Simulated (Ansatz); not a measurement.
Input for Ansatz (an electronic-structure program): U-PBE/def2-TZVPP on H2Zn (SMILES [ZnH2]), a point of a bond scan (R = 1.698 Å).

Ansatz 0.2 input:
```yaml
crystal:
  periodic: [false, false, false]
  atoms:
    - {symbol: Zn, position_ang: [0.00000000, 0.00000000, 0.00000000]}
    - {symbol: H, position_ang: [0.00000000, 0.00000000, 1.69845029]}
    - {symbol: H, position_ang: [-0.00000000, -0.00000000, -1.54404572]}
basis:
  gaussian:
    orbitals: def2-TZVPP
hamiltonian:
  xc: {name: PBE}
magnetization: {spin_polarized: true, initial_magnetization: 0}
```

Program output:

```
WARN ansatz: RAYON_NUM_THREADS=1 ignored (pool sized by the plan → 1); use --threads N
Functional definition: PBE
integrals: 0.02 GiB planned
617 factors; their error is unknown
mean field: 0.24 GiB planned
mean field evaluation 1: about -48440.8257 eV, gradient 4.0e1 eV
mean field evaluation 2: about -48432.5939 eV, gradient 9.1e1 eV
mean field evaluation 4: about -48444.0221 eV, gradient 9.7e-1 eV
mean field evaluation 8: about -48444.0193 eV, gradient 6.4e-2 eV
mean field evaluation 16: about -48444.0193 eV, gradient 1.1e-5 eV
mean field -48444.01934266 eV, -1780.2848743070 hartree, gradient 1.1e-5 eV, S^2 0.000000; 0 other end points of the search recorded, 0 dependent functions left out
reference -48444.01938180 eV, -1780.2848757453 hartree; 16, 16 occupied and 76, 76 virtual orbitals, 617 factors
Total energy: -48444.01938180 eV, -1780.2848757453 hartree
```

The calculation finished and met its thresholds.

Cost: about 1.5 core-seconds (a rough figure).
